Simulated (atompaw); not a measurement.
**PBE PAW (atompaw) dataset for copper, scalar-relativistic all-electron reference.**

Input for atompaw 4.2.0.5:

```
Cu 29
GGA-PBE scalarrelativistic loggrid 1500 logderivrange -10 5 376
4 4 3 0 0 0
4 0 1
4 1 0
0 0 0
c
c
v
v
c
v
v
v
2
1.55 1.35 1.15 0.90
n
n
y
2.75
n
custom rrkj gramschmidtortho sinc
bessel
1.25
1.55
0.75
1.35
1.55
1.15
PWSCFOUT
UPFDX 0.0125d0 UPFXMIN -7.d0 UPFZMESH 29.d0
END
```

Command:

```bash
atompaw < Cu.input > Cu.log
```

The program printed (summary file):

```
[... start of the log left out ...]
   Valence                  :     -486.61144221567326

 PAW parameters:
       lmax =            2
         rc =    1.5584757250694041
        irc =         1029
   rc_shape =    1.3519380571328428
    rc_vloc =    1.1533135702163577
    rc_core =   0.90492341555526423
   Vloc: truncated form - Vps(r)=A.sin(qr)/r for r<rc
   Projector type: RRKJ pseudization + Gram-Schmidt ortho.
   Sinc^2 compensation charge shape zeroed at   1.3519E+00

 Number of basis functions     6
 No.   n  nodes  l      Energy         Cp coeff         Occ
  1    3    2    0   -0.8430605E+01  0.1000000E+01  0.2000000E+01
  2    4    3    0   -0.3388335E+00  0.3312117E+01  0.1000000E+01
  3    3    1    1   -0.5302498E+01  0.1000000E+01  0.6000000E+01
  4    4    2    1   -0.5123274E-01  0.2264793E+00  0.0000000E+00
  5    3    0    2   -0.3703488E+00  0.1000000E+01  0.1000000E+02
  6  999    1    2    0.2750000E+01  0.7110690E+00  0.0000000E+00

 Eigenvalues of overlap operator (in the basis of projectors):
    1       -9.70143758E-02
    2        1.53621609E-01
    3        3.06660602E+00
    4        1.23096487E+01
    5        4.67532466E+01
    6        6.06090611E+01

The overlap operator has at least one negative eigenvalue!
It might be not positive definite...
Program is stopping.
This probably means that your projectors are too similar
or that your PAW basis is incomplete.
Advice: try to change your input parameters (f.i. : reference energies).
```

The run stopped because the overlap operator built from these waves and projectors is not positive definite.

The run took about 4.5 s on one core of a shared server CPU.
